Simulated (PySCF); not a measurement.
**Fine-structure interval of Pb(51+) by level of theory**

Pb(51+) [Ar] 3d10 4s2 4p1 [4p1/2^1, M_J = 1/2] → Pb(51+) [Ar] 3d10 4s2 4p1 [4p3/2^1, M_J = 3/2], as a difference of total energies. Calculation: PySCF 2.14, in an uncontracted even-tempered set (16 s from 7.7 bohr⁻², ratio 2.8; 13 p from 10 bohr⁻², ratio 2.8; 8 d from 18 bohr⁻², ratio 2.8; 4 f from 41 bohr⁻², ratio 3); the two-component X2C-1e Hamiltonian. Correlated levels: [Ne] frozen; the 72 highest virtual spinors dropped. "Screened" scales the spin-orbit matrix elements by Boettger's factors to mimic the two-electron term; Breit and QED terms are absent.

| method | fine-structure interval (cm⁻¹) |
| --- | --- |
| GHF (screened spin-orbit) | 1361100 |
| GMP2 (screened spin-orbit) | 1358000 |
| GHF (bare spin-orbit) | 1399900 |
